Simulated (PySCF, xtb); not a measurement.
Si(H)2(Cl)(vinyl) (C2H5ClSi), SMILES [SiH2](C=C)Cl. The values are those of a single conformer.

Harmonic wavenumbers (cm⁻¹) from GFN2-xTB (xtb 6.7.1) at its own minimum, in rising order: 39, 144, 287, 430, 505, 529, 580, 699, 726, 778, 923, 1011, 1026, 1274, 1420, 1668, 2250, 2282, 3020, 3078, 3104.

**Question.** What does ωB97X-D3(BJ)/def2-SVP in PySCF give at its own minimum? (Estimate from the structure and the level; the computed values follow.)

**Answer.** 77, 178, 281, 488, 573, 621, 717, 756, 898, 966, 1020, 1022, 1050, 1285, 1433, 1709, 2277, 2280, 3149, 3182, 3245. Paired by order, the mean absolute difference is 69 cm⁻¹ and the zero-point energies are 36.9 and 38.9 kcal/mol.
